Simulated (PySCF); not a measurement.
# Pt⁺: ionisation energy

Pt⁺ [Xe] 4f14 5d9 (2D) → Pt²⁺ [Xe] 4f14 5d8 (3F), as a difference of total energies. Computed with PySCF 2.14 in aug-cc-pVDZ-PP with ECP60MDF, with scalar relativity through the core potential. Correlated levels: valence: 5s2 5p6 frozen. The calculations carry no spin-orbit coupling.

**Question.** Order these methods by the ionisation energy they give, lowest first.
A. MP2 (valence)
B. UHF
C. SCS-MP2 (valence)
D. M06-L

**Answer.** B (16.877 eV), C (18.414 eV), A (18.523 eV), D (18.551 eV).

The reference lies between the lowest fine-structure levels, while these numbers refer to the centres of the terms.

Errors of the correlated levels include the incompleteness of this basis and the frozen core.

For comparison: 18.56 ± 0.12 eV (measured; NIST Atomic Spectra Database, ionization energies).
